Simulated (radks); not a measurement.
Values are calculated unless marked as measured or tabulated.
Problem. Ionisation of the lead ion Pb42+, [Kr] 4d4, to Pb43+, [Kr] 4d3, under several functionals. Non-relativistic Kohn-Sham, spin-unpolarised, spherical densities, point nucleus; a radial shooting solver on a logarithmic mesh with Libxc functionals. Known Delta-SCF values: SOGGA 2079.9 eV. What does r2SCAN give, and what is its highest occupied eigenvalue?

Solution. 2079.6 eV by Delta-SCF; the 4d eigenvalue is -2048.7 eV. NIST: 2101 eV (theoretical).

Beside tabulated values, note that relativity, absent from the non-relativistic runs, is large for the heavy elements, and spin-unpolarised runs miss the spin-polarisation part of the exchange energy of open shells.
